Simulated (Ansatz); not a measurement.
Compare A (`C[C@@H]1CCC[C@@H]1C`) with its isomer B (`CC/C=C(\C)CC`).

Isolated molecules relaxed with PBE0-D4/def2-TZVP in Ansatz; ΔE leaves out vibrations. CCSD(T)/CBS adds triple-zeta CCSD(T) − MP2 to the extrapolated MP2 energy (def2 sets, frozen cores). DFT in def2-TZVPP. Each species was taken in one conformer, which may not be the lowest.

(1) Which isomer does CCSD(T)/CBS put lower? Give the gap. (An estimate is asked.)

(2) Give E(B) − E(A) in kJ/mol with CCSD/def2-TZVPP, BLYP-D4, ωB97M-V, CCSD(T)/def2-TZVPP, r2SCAN-D4, B2PLYP, LDA (SPW92). (An estimate is asked.)

Largest T1 diagnostic: 0.009.

Results:

(1) The calculation gave: A, by 57.3 kJ/mol.

(2) Computed: CCSD/def2-TZVPP 59.3, BLYP-D4 28.3, ωB97M-V 60.5, CCSD(T)/def2-TZVPP 58.9, r2SCAN-D4 53.7, B2PLYP 42.3, LDA (SPW92) 74.2. None reverses the order clearly.

From PBE to PBE0 (25 % exact exchange), in def2-TZVPP and without D4, E(B) − E(A) moves by +14.0 kJ/mol. In def2-TZVPP, CCSD(T) changes the Hartree–Fock value by +22.7 kJ/mol (the triples alone add −0.5 kJ/mol) and MP2 by +30.7 kJ/mol.
